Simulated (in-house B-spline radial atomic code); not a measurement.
Values are calculated unless marked as measured or tabulated.
# What the choice of pseudopotential does to G0W0 on PBE0: Tl²⁺

All numbers come from a B-spline radial code for spherical atoms, non-relativistic (model numbers for so heavy an element), configuration [Xe] 4f14 5d10 6s1, open shells at high spin. Semilocal Troullier-Martins pseudo-atoms, one channel per l, are made with PBE or LDA for several valence sets and radii, with or without a model core, and set against the all-electron atom. One channel fits only the lowest state of its l, so a second state of that l is approximate. All electrons give 6s up: PBE0 -23.110 eV, G0W0 -26.550 eV, 5d down: PBE0 -37.08 eV, G0W0 -42.33 eV. Potentials are made in the ion's own configuration unless the neutral atom is named, and a smooth local potential serves every l without a channel. Potentials that miss their own reference levels by more than 6 millihartree, or need radii over 3.5 bohr, are left out. Columns give pseudo minus all-electron, in eV; a dash marks a level in the core or of low weight.

| valence | made with | radii (bohr) | model core (bohr) | 6s up PBE0 | 6s up G0W0 | 5d down PBE0 | 5d down G0W0 |
| --- | --- | --- | --- | --- | --- | --- | --- |
| 5d 6s | PBE, neutral atom | s 1.91 p 2.42 d 0.88 | none | -0.27 | -0.75 | +1.15 | +2.92 |
| 5d 6s | LDA | s 2.00 p 2.33 d 0.99 | none | -0.41 | -0.90 | +0.79 | +2.57 |
| 5d 6s | PBE | s 2.59 p 3.03 d 1.27 | none | -0.32 | -0.77 | +1.05 | +3.11 |
| 5d 6s | PBE, neutral atom | s 1.91 p 2.42 d 0.88 | 0.97 | -0.32 | -0.80 | +1.62 | +3.43 |
| 5d 6s | LDA | s 2.88 p 3.36 d 1.43 | 0.97 | -0.34 | -0.82 | +1.54 | +3.73 |
| 5p 5d 6s | LDA, neutral atom | s 2.34 p 0.94 d 1.10 | none | -0.60 | -1.50 | +0.21 | +0.78 |
| 5p 5d 6s | PBE, neutral atom | s 2.74 p 1.09 d 1.27 | none | -0.63 | -1.63 | +0.39 | +1.08 |
| 5p 5d 6s | PBE, neutral atom | s 3.10 p 1.23 d 1.43 | none | -0.73 | -1.93 | +0.41 | +1.24 |
| 5p 5d 6s | PBE, neutral atom | s 2.15 p 0.85 d 0.99 | 0.75 | -0.67 | -1.60 | +0.39 | +0.92 |
| 5p 5d 6s | LDA, neutral atom | s 2.69 p 1.08 d 1.27 | 0.75 | -0.70 | -1.68 | +0.50 | +1.19 |
| 5p 5d 6s | LDA, neutral atom | s 3.04 p 1.22 d 1.43 | 0.75 | -0.78 | -1.93 | +0.49 | +1.31 |
| 5s 5p 5d 6s | LDA, neutral atom | s 1.03 p 1.08 d 1.27 | 0.72 | -0.16 | -0.18 | -0.12 | -0.18 |
| 5s 5p 4f 5d 6s | LDA, neutral atom | s 1.03 p 1.08 d 1.27 f 1.38 | none | -0.21 | -0.18 | -0.30 | -1.02 |
| 5s 5p 4f 5d 6s | PBE, neutral atom | s 1.03 p 1.09 d 1.27 f 1.38 | 0.56 | -0.15 | -0.11 | -0.36 | -1.08 |

**Question.** How does the G0W0 shift of 6s up, which all sets hold, depend on the valence set?

**Answer.** Mean size: 5s 5p 4f 5d 6s: 0.15 eV; 5s 5p 5d 6s: 0.18 eV; 5d 6s: 0.81 eV; 5p 5d 6s: 1.71 eV. A semicore state feels strong exchange with the other subshells of its n, so the gain is largest when that whole shell is in the valence. A larger valence set can do worse when it takes only part of a shell, whose exchange with the frozen rest is then left to the functional. The means mix radii and the functional used in making the potentials.
